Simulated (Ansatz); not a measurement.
Program: Ansatz. Geometries: PBE0-D4/def2-TZVP. ΔE: electronic, gas phase. CCSD(T)/CBS adds triple-zeta CCSD(T) − MP2 to the extrapolated MP2 energy (def2 sets, frozen cores). Double bonds are as drawn, so ΔE can hold a change between cis and trans. DFT in def2-TZVPP. B3LYP here is the variant with VWN-RPA as its local correlation; programs differ in this. One conformer a species, not always the lowest.

Consider the redistribution: `[SiH3]/C=C/C[SiH3]` + `O=C[SiH]([SiH3])Cl` → `O=C[SiH]([SiH3])[SiH3]` + `[SiH3]/C=C\CCl`.

`[SiH3]/C=C/C[SiH3]`:

Cartesian coordinates in Å:
```
Si -1.498 0.890 -2.202
C -0.037 0.329 -1.213
C -0.136 -0.531 -0.196
C 0.983 -0.992 0.668
Si 0.941 -0.116 2.342
H -1.341 0.545 -3.642
H -2.720 0.226 -1.674
H -1.674 2.366 -2.120
H 0.954 0.710 -1.463
H -1.119 -0.920 0.069
H 0.915 -2.068 0.859
H 1.952 -0.794 0.202
H 1.992 -0.671 3.238
H -0.387 -0.311 2.980
H 1.177 1.338 2.152
```

`O=C[SiH]([SiH3])Cl`:

Z-matrix (Å, degrees):
```
Si
C 1 1.927
Cl 1 2.064 2 108.1
Si 1 2.340 2 109.9 3 120.2
H 1 1.485 2 107.2 3 -116.7
O 2 1.204 1 119.7 3 179.7
H 2 1.115 1 119.8 3 -0.8
H 4 1.485 1 108.7 2 -58.3
H 4 1.486 1 109.2 2 -177.8
H 4 1.485 1 109.4 2 61.8
```

`O=C[SiH]([SiH3])[SiH3]`:

Cartesian coordinates in Å:
```
O -1.742 -1.875 0.689
C -1.274 -1.572 -0.379
Si 0.216 -0.354 -0.542
Si -0.686 1.787 -0.842
Si 1.504 -0.490 1.404
H -1.723 -1.987 -1.313
H 0.987 -0.727 -1.765
H -1.579 1.813 -2.031
H 0.410 2.772 -1.039
H -1.469 2.162 0.364
H 1.910 -1.896 1.659
H 0.720 0.022 2.556
H 2.724 0.346 1.239
```

`[SiH3]/C=C\CCl`:

Z-matrix (Å, degrees):
```
Si
C 1 1.863
H 1 1.488 2 109.7
H 1 1.486 2 108.9 3 118.0
H 1 1.485 2 112.6 3 -121.1
C 2 1.333 1 129.2 3 114.2
H 2 1.090 1 114.8 3 -66.4
C 6 1.484 2 125.8 1 -1.8
H 6 1.089 2 119.7 1 178.4
Cl 8 1.793 6 110.3 2 119.1
H 8 1.091 6 111.3 2 -123.8
H 8 1.087 6 112.7 2 -0.5
```

```
             level  ΔE (kJ/mol)  difference from CCSD(T)/CBS
            PBE-D4        131.7                        -18.5
         r2SCAN-D4        147.0                         -3.2
           PBE0-D4        139.9                        -10.3
          B3LYP-D4        145.8                         -4.4
           ωB97X-V        148.3                         -1.9
           ωB97M-V        155.7                          5.5
            B2PLYP        152.2                          2.0
               PBE        132.7                        -17.5
            r2SCAN        147.4                         -2.8
              PBE0        140.9                         -9.3
             B3LYP        147.4                         -2.8
     HF/def2-TZVPP        164.7                         14.5
    MP2/def2-TZVPP        159.8                          9.6
SCS-MP2/def2-TZVPP        157.3                          7.1
   CCSD/def2-TZVPP        151.0                          0.8
CCSD(T)/def2-TZVPP        147.7                         -2.5
     HF/def2-QZVPP        165.6                         15.4
    MP2/def2-QZVPP        161.6                         11.4
SCS-MP2/def2-QZVPP        159.2                          9.0
      HF/CBS(def2)        165.8                         15.6
     MP2/CBS(def2)        162.4                         12.2
    CCSD/CBS(def2)        153.6                          3.4
       CCSD(T)/CBS        150.2                            0
```

Largest T1 diagnostic among the species: 0.016.

From PBE to PBE0 (25 % exact exchange), in def2-TZVPP and without D4, ΔE moves by +8.2 kJ/mol. In def2-TZVPP, CCSD(T) changes the Hartree–Fock value by −17.0 kJ/mol (the triples alone add −3.3 kJ/mol) and MP2 by −4.9 kJ/mol.
